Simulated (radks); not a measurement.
Valence configurations of the silver ion Ag3+ (all share [Kr]). Method: scalar-relativistic Kohn-Sham, PBEsol, spin-polarised, spherical densities, point nucleus; open shells are filled with parallel spins first (spin-orbit coupling, left out, can overturn this in heavy ions); computed with a radial shooting solver on a logarithmic mesh with Libxc functionals. Energies are relative to 4d8; eigenvalues in eV for spin up.

| valence | E (eV) | moment (Bohr magnetons) | e(4d) | e(5p) | e(5s) |
|---|---|---|---|---|---|
| 4d8 | 0.000 | 2 | -44.447 | - | - |
| 4d7.5 5s0.5 | 5.708 | 3 | -46.919 | - | -33.065 |
| 4d7.5 5p0.5 | 9.765 | 3 | -47.487 | -25.312 | - |
| 4d7 5s1 | 11.666 | 4 | -49.393 | - | -34.363 |
| 4d6.5 5s1.5 | 19.139 | 4 | -51.814 | - | -35.190 |
| 4d7 5p1 | 20.029 | 4 | -50.509 | -26.706 | - |
| 4d6.5 5s1 5p0.5 | 22.213 | 5 | -52.426 | -27.322 | -35.928 |
| 4d6 5s2 | 26.981 | 4 | -54.261 | - | -35.990 |
| 4d6.5 5p1.5 | 30.830 | 5 | -53.515 | -27.976 | - |
| 4d5.5 5s2 5p0.5 | 39.044 | 5 | -57.356 | -28.523 | -37.548 |

NIST lists [Kr] 4d8 as the ground configuration; this level of theory agrees among the configurations tried. The energies are those of spherical high-spin densities, not of single terms.
